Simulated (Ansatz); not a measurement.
A CCSD(T) single point on CH$_{5}$AlOSi, SMILES `[CH2]1O[SiH2][AlH]1`.

```yaml
crystal:
  periodic: [false, false, false]
  atoms:
    - {symbol: C, position_ang: [-0.309925, 1.022509, -0.653461]}
    - {symbol: O, position_ang: [0.621057, -0.021319, -1.022882]}
    - {symbol: Si, position_ang: [0.767844, -1.223925, 0.135822]}
    - {symbol: Al, position_ang: [-0.858785, 0.279341, 1.121081]}
    - {symbol: H, position_ang: [-1.090163, 1.097597, -1.420084]}
    - {symbol: H, position_ang: [0.213334, 1.986033, -0.642954]}
    - {symbol: H, position_ang: [2.177739, -1.338349, 0.614965]}
    - {symbol: H, position_ang: [0.422400, -2.560607, -0.433275]}
    - {symbol: H, position_ang: [-1.855098, 0.712420, 2.283689]}
basis:
  gaussian: {orbitals: def2-TZVPP}
correlation: {method: ccsd_t}
output: {orbitals: {seedname: orbitals}}
```

```sh
$ ansatz run in.yaml --threads 4 --pin off --events-out ev --progress --plain
```

Log, shortened:

```
Functional definition: HF
1273 factors; integrals over basis functions are off by at most 1.2e-3 eV
mean field evaluation 1: about -17589.2668 eV, gradient 3.7e1 eV
mean field evaluation 2: about -17589.5485 eV, gradient 3.7e1 eV
mean field evaluation 4: about -17593.0451 eV, gradient 4.3e0 eV
mean field evaluation 8: about -17593.1277 eV, gradient 3.0e-1 eV
mean field evaluation 16: about -17593.1282 eV, gradient 1.8e-6 eV
mean field -17593.12816718 eV, -646.5355350932 hartree, gradient 1.8e-6 eV, S^2 0.000000; 0 other end points of the search recorded, 0 dependent functions left out
12 core orbitals not correlated: weight in the atoms' cores, before any rotation towards them, 1.000 or more for the frozen orbitals, at most 0.000 for the correlated occupied ones
reference -17593.12816718 eV, -646.5355350932 hartree; 11, 11 occupied and 193, 193 virtual orbitals, 1273 factors
second order -16.30268911 eV of doubles, -0.00000000 eV of singles
cycle   1  -16.77155378 eV  change   -4.7e-1 eV  update   1.0e-1
cycle   2  -17.25870423 eV  change   -4.9e-1 eV  update   3.3e-2
cycle   3  -17.38195756 eV  change   -1.2e-1 eV  update   1.8e-2
cycle   4  -17.37207630 eV  change    9.9e-3 eV  update   4.2e-3
cycle   5  -17.37036330 eV  change    1.7e-3 eV  update   2.1e-3
cycle   6  -17.37110013 eV  change   -7.4e-4 eV  update   6.7e-4
cycle   7  -17.37083990 eV  change    2.6e-4 eV  update   3.2e-4
cycle   8  -17.37073897 eV  change    1.0e-4 eV  update   1.2e-4
cycle   9  -17.37080125 eV  change   -6.2e-5 eV  update   5.6e-5
cycle  10  -17.37081058 eV  change   -9.3e-6 eV  update   2.3e-5
perturbative correction -0.69309063 eV, -0.0254706110 hartree
Total energy: -17611.19206839 eV, -647.1993712186 hartree
```

Run time 14 s (4 threads of a server CPU on a shared host); peak host memory 3.3 GiB.

MP2 recovers 90.3 % of the CCSD(T) correlation energy and the triples give 3.8 %; T1 = 0.0135.
